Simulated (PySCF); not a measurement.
## Polarisability and C₆ of Pt(3+) (platinum, charge +3)

[Xe] 4f14 5d7, high-spin 4F determinant. Calculation: PySCF 2.14, in ANO-RCC-VTZP (8s7p5d3f1g, 84 functions); scalar relativity by spin-free X2C-1e. Coupled (time-dependent) response in atomic units; α is the mean over directions. The basis has no added diffuse functions, which lowers α and C₆.

```csv
method,mean α (bohr³),C₆ (like pair),S(−4)
PBE0,6.154,35.57,6.788
```

S(−4) is the Cauchy moment in α(ω) = α(0) + S(−4) ω² + …

Spin-orbit coupling is absent.

α(iu) at PBE0:

| u (hartree) | α(iu) (bohr³) |
| --- | --- |
| 0 | 6.154 |
| 0.0500 | 6.138 |
| 0.100 | 6.088 |
| 0.200 | 5.903 |
| 0.300 | 5.637 |
| 0.500 | 5.007 |
| 0.750 | 4.245 |
| 1.00 | 3.596 |
| 1.50 | 2.615 |
| 2.00 | 1.949 |
| 3.00 | 1.176 |
| 5.00 | 0.5522 |

A single London oscillator, α(iu) = α/(1 + u²/ω²), gives C₆ = (3/4) ω α². Matching the computed C₆ needs ω = 4 × 35.57 / (3 × 6.154²) = 1.25 hartree.

For an ion, C₆ is the dispersion term alone; charge-induced terms of lower order in 1/R come first.

Spin-orbit coupling, absent here, splits the open shell strongly.
